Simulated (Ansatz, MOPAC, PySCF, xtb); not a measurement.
Noncovalent pair: NH3 (SMILES N) (first 4 atoms) with HF (SMILES F); geometry from B3LYP-D3(BJ)/def2-TZVP, rigid monomers moved along the line of their centres of mass till N1···H6 is 3.02 Å.
(charge 0, multiplicity 1):
```xyz
6

N      0.038     0.177     0.305
H     -0.239    -0.740    -0.027
H     -0.600     0.857    -0.092
H      0.965     0.372    -0.057
F     -0.004     0.326     4.280
H      0.006     0.290     3.319
```

Monomers are frozen at their geometry in the pair; levels with a basis set take the counterpoise correction. Rows marked so take none.

Rows in 6-31G* carry no dispersion term and start afresh at each structure (6-31G* with six Cartesian d functions). The state reached by AM1 isn't checked.

Codes used: Ansatz (a program for electronic structure) with Gaussian orbitals; MOPAC for AM1 (differences of heats of formation); PySCF for 6-31G* rows, the dispersion terms; xtb for the GFN methods. 

Q: One of these levels gives -2.21 kcal/mol for the interaction energy. Which?
A. PBE-D3(BJ)/def2-TZVPPD
B. HF/6-31G* (no counterpoise)
C. AM1
D. GFN2-xTB

A: C, AM1. The others give -3.43 (GFN2-xTB), -5.17 (HF/6-31G* (no counterpoise)), -4.48 (PBE-D3(BJ)/def2-TZVPPD)
